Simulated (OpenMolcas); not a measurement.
# 5d³ along the 71-electron sequence

* Program: OpenMolcas
* Method: SS-CASPT2, IPEA 0.25 Eh, imaginary shift 0.1 Eh
* Basis: ANO-RCC-VTZP
* Scalar Hamiltonian: DKH2, point nucleus
* Spin-orbit coupling: state interaction with AMFI integrals over the reference wave functions, term energies averaged over their components

Active space for each ion: 3 electrons in 5 orbitals (5d); closed shells correlated by CASPT2: 5s 5p.

Computed levels in cm-1 above ⁴F_3/2:

```
                               Level   Re4+   Os5+   Ir6+   Pt7+
                              ⁴F_5/2   4880   6510   8450  10480
                              ⁴F_7/2   9070  11640  14600  17570
                              ⁴P_1/2  15420  17730  20340  23130
                              ²G_7/2  19580  23400  27990  32650
                              ²H_9/2  20380  24470  29370  34400
                              ⁴P_5/2  21550  25500  29890  34380
                              ²P_1/2  25830  30600  36080  41820
                             ²H_11/2  27610  32720  38650  44570
                           ²D_5/2(1)  29770  35350  41680  47990
weight of ⁴F in the lowest level (%)     86     82     79     76
```

Mixed levels, with the weight of the term that names them: Re4+ ⁴P_1/2 (74 %), Re4+ ²H_9/2 (57 %), Re4+ ²P_1/2 (74 %), Os5+ ⁴P_1/2 (72 %), Os5+ ²H_9/2 (56 %), Os5+ ²P_1/2 (72 %), Ir6+ ⁴P_1/2 (71 %), Ir6+ ²H_9/2 (55 %), Ir6+ ²P_1/2 (71 %), Pt7+ ⁴P_1/2 (70 %), Pt7+ ²G_7/2 (73 %), Pt7+ ²H_9/2 (54 %), Pt7+ ²P_1/2 (70 %).

Measured, with the error of the calculation in %. Measured levels: Re4+ from the list in Brasseur, Gamrath and Quinet, At. Data Nucl. Data Tables 157, 101636 (2024); Os5+ from the list in Brasseur, Palmeri and Quinet, Atoms 13, 11 (2025).

| Level | Re4+ | Os5+ |
| --- | --- | --- |
| ⁴F_5/2 | 4853 (+0.6) | 6397 (+1.7) |
| ⁴F_7/2 | 8973 (+1.1) | 11444 (+1.7) |
| ⁴P_1/2 | 14325 (+7.6) | 16772 (+5.7) |
| ²G_7/2 | 19013 (+3.0) | 22920 (+2.1) |
| ²H_9/2 | 19967 (+2.1) | 24028 (+1.8) |
| ⁴P_5/2 | 20922 (+3.0) | 24828 (+2.7) |
| ²P_1/2 | 23669 (+9.1) | 28860 (+6.0) |
| ²H_11/2 | 27077 (+2.0) | 32156 (+1.8) |
| ²D_5/2(1) | 28739 (+3.6) | 34418 (+2.7) |

The fine-structure level ⁴F_7/2 changes by a factor of 1.94 from Re4+ to Pt7+. Its fourth root runs 9.76, 10.39, 10.99, 11.51, with steps per unit of Z of 0.63, 0.61, 0.52; equal steps would mean a (Z - σ)^4 law with constant σ.

⁴P_1/2 changes by a factor of 1.5 over the same range, with steps per unit of Z of +2310, +2610, +2790 cm-1.

CASPT2 does not keep the components of a term degenerate, so their means are used; among the terms shown or strongly mixed into the levels shown the widest spread is 850 cm-1 (5d³ ²H, Pt7+). Terms from blocks run as CI alone lack orbitals of their own. The CASPT2 spread within a term exceeds the gap to the next term for 5d³ ²P and 5d³ ²H, so the order of their levels is uncertain. Measured partners are found by configuration, term and J. A level has none where our copy of the source lacks it or the pairing is in doubt (some pairs that miss far off the trend of their configuration count as doubtful), and it then counts in no deviation. Only configurations of the active space appear.

A number in round brackets counts repeated terms of one configuration in the order of the reference energies.
